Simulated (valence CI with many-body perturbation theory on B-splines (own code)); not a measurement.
# Which ion has this spectrum?

A relativistic CI+MBPT calculation for an atom or ion with 21 electrons gives these levels (eV):

```tsv
J	Parity	E	g
3/2	even	0.000	0.66
5/2	even	25.138	1.05
3/2	even	30.772	1.21
7/2	even	32.622	1.06
9/2	even	33.566	1.06
1/2	even	34.710	1.87
5/2	even	50.674	1.35
7/2	even	57.869	1.08
9/2	even	60.925	1.13
3/2	even	65.051	1.13
1/2	even	67.263	1.45
11/2	even	68.910	1.08
5/2	even	70.295	1.20
5/2	even	74.758	1.11
```

The energies are calculated, and their last digits are not significant.

Problem. Which is it?
A. Nd39+
B. Sm41+
C. Pm40+
D. Eu42+

Solution. B. Sm41+, ground level (3d3/2^3) J=3/2.
